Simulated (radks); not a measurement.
Effect of the nuclear size on the copper ion Cu2+, [Ar] 3d9. All-electron calculation, Dirac Kohn-Sham, PBE, spin-unpolarised, spherical densities, finite nucleus; open shells are shared between the two j in proportion to 2j + 1; Fermi nuclear charge, rms radius 3.8823 fm. Program: a radial shooting solver on a logarithmic mesh with Libxc functionals. The rms radius is varied about that value; shifts are against it.

rms radius (fm)  total energy shift (eV)  density at nucleus (e/bohr^3)  1s1/2 shift (meV)  2s1/2 shift (meV)  3s1/2 shift (meV)
3.3931                           -0.0463                      2.235e+04              -19.7              -1.86             -0.280
3.7387                           -0.0142                      2.224e+04              -6.04             -0.572             -0.086
3.8823                                 0                      2.219e+04              0.000              0.000              0.000
4.1385                            0.0266                      2.212e+04               11.3               1.07              0.161
4.6743                            0.0874                      2.198e+04               37.1               3.52              0.529

Slopes of the eigenvalues against <r^2> in GHz/fm^2, as finite differences over the two radii next to the reference (eigenvalue slopes, not the field-shift constants of lines): 1s1/2 1330, 2s1/2 126, 3s1/2 18.9.
